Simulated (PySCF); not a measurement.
Species: lithium potassium, KLi.
SMILES: `[Li][K]`

Method used: PBE0-D3(BJ)/def2-SVP geometry optimisation, gas phase in PySCF.

Masses are those of the commonest isotopes; rigid-rotor values at the optimised geometry. 

What are the moment of inertia and the rotational constant?

I = 70.295 u·Å², B = 505379 MHz·u·Å²/I = 7189 MHz (0.2398 cm⁻¹, or 0.345 K as hB/k). For two atoms I = μr² with μ = 5.9454 u and r = 3.4385 Å.

List the first levels of a rigid rotor in a Σ state.

E(J) = BJ(J+1): J = 1: 0.480, J = 2: 1.439, J = 3: 2.878, J = 4: 4.796, J = 5: 7.194, J = 6: 10.072 cm⁻¹.

Where do the first rotational lines fall?

The dipole is 3.16 D; J+1 ← J lies at 2B(J+1): 1 ← 0 at 14.38 GHz, 2 ← 1 at 28.76 GHz, 3 ← 2 at 43.14 GHz, 4 ← 3 at 57.52 GHz, 5 ← 4 at 71.89 GHz, 6 ← 5 at 86.27 GHz.

Not checked by PBE0-D3(BJ)/def2-SVP frequencies. No vibrational averaging or centrifugal distortion is included, and the geometry carries the error of its method.

Hardware: x86-64 server, one thread (shared host). Cost: 1.9 s of wall time. This is the geometry optimisation.
